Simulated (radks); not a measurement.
Problem. The manganese ion Mn+, [Ar] 3d5 4s1. Method: non-relativistic Kohn-Sham, exchange-only PBE, spin-polarised, spherical densities, point nucleus; computed with a radial shooting solver on a logarithmic mesh with Libxc functionals. Every spin shell is full or empty, so the densities are truly spherical. Functionals are evaluated on that one density, not self-consistently. Rank these exchange functionals by their error against the exact value of the orbitals, and give that value: LDA, revPBE, RPBE, PW91, PW86, AM05, SOGGA, G96, APBE, TPSS, SCAN, r2SCAN, Tao-Mo, TASK, MVS.

Solution. Exact: -50.7464 hartree. From best to worst, with 100 (|E| - |E exact|)/|E exact| (equal figures are ties): revPBE 0.00, MVS +0.04, RPBE +0.10, r2SCAN +0.14, PW91 +0.16, TPSS +0.25, Tao-Mo -0.26, SCAN +0.41, G96 +0.41, PW86 +0.46, APBE +0.70, TASK -2.65, SOGGA -2.80, AM05 -5.76, LDA -6.43.
